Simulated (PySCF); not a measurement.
Spin-rotation constants: `FC1=CO[C@H](C(F)(F)F)O1`, C$_{4}$H$_{2}$F$_{4}$O$_{2}$

Molfile (atoms numbered from 1):
```
C4H2F4O2
     RDKit          3D

 12 12  0  0  0  0  0  0  0  0999 V2000
    2.4896    0.7640   -1.2599 F   0  0  0  0  0  0  0  0  0  0  0  0
    1.5823    0.2010   -0.5008 C   0  0  0  0  0  0  0  0  0  0  0  0
    1.3336   -1.0701   -0.2187 C   0  0  0  0  0  0  0  0  0  0  0  0
    0.2601   -1.1281    0.6606 O   0  0  0  0  0  0  0  0  0  0  0  0
   -0.1839    0.1955    0.8082 C   0  0  2  0  0  0  0  0  0  0  0  0
   -1.5951    0.3446    0.1610 C   0  0  0  0  0  0  0  0  0  0  0  0
   -2.0514    1.5921    0.2829 F   0  0  0  0  0  0  0  0  0  0  0  0
   -1.5706    0.0457   -1.1385 F   0  0  0  0  0  0  0  0  0  0  0  0
   -2.4797   -0.4641    0.7469 F   0  0  0  0  0  0  0  0  0  0  0  0
    0.7156    1.0503    0.1578 O   0  0  0  0  0  0  0  0  0  0  0  0
    1.7806   -1.9941   -0.5106 H   0  0  0  0  0  0  0  0  0  0  0  0
   -0.2799    0.4625    1.8733 H   0  0  0  0  0  0  0  0  0  0  0  0
  1  2  1  0
  2  3  2  0
  3  4  1  0
  4  5  1  0
  5  6  1  0
  6  7  1  0
  6  8  1  0
  6  9  1  0
  5 10  1  0
 10  2  1  0
  3 11  1  0
  5 12  1  1
M  END
```

Method: GIAO KT3/pcSseg-1 magnetisability, rotational g tensor and spin-rotation constants, non-relativistic, gas phase in PySCF. Geometry: GFN2-xTB.

Q: Give the nuclear spin-rotation constants along the inertial axes (H = +C I·J) beside the isotropic shieldings.

A: Rotational constants 2.7424, 0.9566, 0.8530 GHz. A star marks the isotopologue with that one atom substituted, in its own axes.
| atom | isotope | Caa (kHz) | Cbb (kHz) | Ccc (kHz) | mean (kHz) | σ (ppm) |
| --- | --- | --- | --- | --- | --- | --- |
| F1 | 19F | 2.699 | 0.974 | 0.564 | 1.412 | 317.0 |
| F7 | 19F | 3.552 | 0.962 | 1.140 | 1.885 | 260.7 |
| F8 | 19F | 4.052 | 1.101 | 0.716 | 1.956 | 270.6 |
| F9 | 19F | 2.999 | 1.195 | 1.093 | 1.762 | 261.5 |
| H11 | 1H | -0.162 | 0.004 | -0.063 | -0.073 | 25.6 |
| H12 | 1H | -0.215 | -0.106 | 0.057 | -0.088 | 25.6 |
| C2 | 13C* | 1.210 | 0.288 | 0.282 | 0.594 | 25.1 |
| C3 | 13C* | 0.813 | 0.270 | 0.198 | 0.427 | 83.6 |
| O4 | 17O* | -0.323 | -0.096 | -0.126 | -0.182 | 247.9 |
| C5 | 13C* | 0.777 | 0.241 | 0.244 | 0.421 | 80.5 |
| C6 | 13C* | 0.864 | 0.290 | 0.253 | 0.469 | 58.4 |
| O10 | 17O* | -0.493 | -0.128 | -0.145 | -0.255 | 200.2 |

For the geometry as given, no vibrational averaging.
